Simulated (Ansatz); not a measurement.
Cost and result for the atomization energy of CH₃AlO₂S (`O=[C](S)[AlH][OH]`) (8 atoms, 7 bonds).

Z-matrix (Å, degrees):
```
C
S 1 1.811
Al 1 2.013 2 120.5
O 1 1.203 2 119.0 3 -178.7
H 2 1.343 1 95.4 3 -2.3
O 3 1.688 1 119.5 2 -28.2
H 3 1.569 1 121.1 2 152.5
H 6 0.955 3 127.7 1 -8.2
```

Charge 0, multiplicity 1. The geometry is a stationary point of PBE0-D4/def2-TZVP. It is one conformer, not always the lowest. Program: Ansatz. All runs use 2 threads of an Arm Neoverse V1 on a shared host. Times are those of one run each, without the atoms' runs, and a repeat can differ threefold. Electronic energies, without spin–orbit coupling; frozen cores. CCSD(T)/CBS adds CCSD(T) − MP2 in def2-TZVPP to the MP2 limit, and its time is that of the two runs behind it. T1 = 0.017. HSE06 is the plane-wave form, built on full-range PBE exchange.

CCSD(T)/CBS is a level of theory with its own doubt, some kJ/mol a heavy atom from the limit and from the frozen cores, so smaller differences don't rank the functionals.

```csv
level,functions,wall time
LDA (SPW92)/def2-TZVPP,219,1.8 s
BLYP-D4/def2-TZVPP,219,3 s
PBE-D4/def2-TZVPP (with forces),219,3.6 s
CCSD(T)/def2-SVP,93,4.5 s
HSE06-D4/def2-TZVPP,219,4.8 s
r2SCANh-D4/def2-TZVPP,219,7.5 s
B2PLYP/def2-TZVPP,219,8 s
B97M-V/def2-TZVPP,219,12 s
ωB97X-V/def2-TZVPP,219,12 s
ωB97M-V/def2-TZVPP (with forces),219,18 s
MP2/def2-QZVPP,401,26 s
CCSD(T)/def2-TZVPP,219,2.2 min
CCSD(T)/CBS(def2),–,2.6 min
```

What atomization energy does each give, and how far from CCSD(T)/CBS? (Estimate.)

Ansatz gave: 
```
                           level  atomization (kJ/mol)  difference from CCSD(T)/CBS  per bond
          LDA (SPW92)/def2-TZVPP                3427.3                        508.0      72.6
              BLYP-D4/def2-TZVPP                2940.9                         21.6       3.1
 PBE-D4/def2-TZVPP (with forces)                3011.2                         91.9      13.1
                CCSD(T)/def2-SVP                2696.9                       -222.4     -31.8
             HSE06-D4/def2-TZVPP                2901.4                        -17.9      -2.6
           r2SCANh-D4/def2-TZVPP                2898.8                        -20.5      -2.9
               B2PLYP/def2-TZVPP                2876.4                        -42.9      -6.1
               B97M-V/def2-TZVPP                2940.6                         21.3       3.1
              ωB97X-V/def2-TZVPP                2919.2                         -0.1       0.0
ωB97M-V/def2-TZVPP (with forces)                2925.6                          6.3       0.9
                  MP2/def2-QZVPP                2979.9                         60.6       8.7
              CCSD(T)/def2-TZVPP                2817.7                       -101.6     -14.5
               CCSD(T)/CBS(def2)                2919.3                          0.0       0.0
```

At CCSD(T), def2-SVP lies −222.4 kJ/mol from the extrapolated value and def2-TZVPP −101.6 kJ/mol: correlation converges slowly with the basis, and small sets miss more of it in the bonded molecule than in its fragments. From BLYP to BHLYP (50 % exact exchange), in def2-TZVPP and without D4, the atomization energy moves by −174.5 kJ/mol: exact exchange takes away binding that semilocal exchange gives to molecules. Leaving LDA and LC-ωPBE aside and taking each functional with its dispersion term where it has one, the values, not all of them listed here, spread over 259.9 kJ/mol, from BHLYP-D4 to PBE-D4. LDA lies +433.7 kJ/mol from PBE without D4, its usual overbinding.
